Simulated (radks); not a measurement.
Spherical quantum dot in the effective-mass picture: electrons in a well V = -V0 / (1 + exp((r - R)/a)) with V0 = 11.3, R = 3.85, a = 0.3, all in effective atomic units (hartree* = m*/eps^2 hartree, bohr* = eps/m* bohr), one dielectric constant everywhere. Calculated with a radial shooting solver with Libxc functionals: non-relativistic Kohn-Sham, LDA (Slater exchange, Perdew-Wang correlation), spin-polarised, spherical densities. Levels are named by radial order and angular momentum (1s, 1p, 1d, 2s, ...), and open shells are averaged over m. Results are scaled to m* = 0.313 and eps = 11.3, for which hartree* = 66.7 meV and bohr* = 1.91 nm. Each electron was tried in the lowest free levels, single moves between levels near the top were tried too, and the lowest total energy was kept; such a search can miss a lower state. The series stops at N = 27: beyond it a trial failed or the search could not be trusted, so later rows were left out. At N = 1 the Hartree and exchange-correlation terms need not cancel, so that row can carry a self-interaction error.

N	open shells	2S	E (meV)	addition energy mu(N+1) - mu(N) (meV)	e(HOMO) (meV)	rms radius (nm)
1	1s(up 1, down 0)	1	-724.074	30.07	-712.20	3.577
2	none	0	-1418.08	48.48	-681.93	3.748
3	1p(up 1, down 0)	1	-2063.61	23.25	-634.03	4.019
4	1p(up 2, down 0)	2	-2685.89	23.66	-610.48	4.175
5	1p(up 3, down 0)	3	-3284.52	29.62	-586.77	4.286
6	1p(up 3, down 1)	2	-3853.53	22.46	-557.86	4.378
7	1p(up 3, down 2)	1	-4400.08	22.77	-535.19	4.454
8	none	0	-4923.85	49.87	-512.36	4.519
9	1d(up 1, down 0)	1	-5397.76	21.78	-463.03	4.602
10	1d(up 2, down 0)	2	-5849.89	21.82	-441.22	4.671
11	1d(up 3, down 0)	3	-6280.19	21.81	-419.40	4.732
12	1d(up 4, down 0)	4	-6688.68	21.78	-397.59	4.785
13	1d(up 5, down 0)	5	-7075.39	27.22	-375.83	4.833
14	1d(up 5, down 1)	4	-7434.88	21.16	-348.92	4.878
15	1d(up 5, down 2)	3	-7773.20	21.21	-327.73	4.919
16	1d(up 5, down 3)	2	-8090.32	21.21	-306.51	4.958
17	1d(up 5, down 4)	1	-8386.23	21.20	-285.30	4.993
18	none	0	-8660.93	51.93	-264.12	5.026
19	1f(up 1, down 0)	1	-8883.71	20.58	-212.48	5.065
20	1f(up 2, down 0)	2	-9085.91	20.57	-191.91	5.101
21	1f(up 3, down 0)	3	-9267.53	20.55	-171.35	5.135
22	1f(up 4, down 0)	4	-9428.61	20.52	-150.81	5.167
23	1f(up 5, down 0)	5	-9569.17	20.48	-130.31	5.197
24	1f(up 6, down 0)	6	-9689.25	20.45	-109.85	5.225
25	1f(up 7, down 0)	7	-9788.87	25.46	-89.416	5.252
26	1f(up 7, down 1)	6	-9863.05	20.10	-64.122	5.278
27	1f(up 7, down 2)	5	-9917.12	-	-44.028	5.303

All shells are closed at N = 2, 8, 18 (there: 1s2 1p6 1d10); the second difference of the energy has clear peaks (12 % above both neighbours; the first and last values, which can be the largest, are not judged, and half-filled shells can peak too) at N = 2, 5, 8, 13, 18, 25.
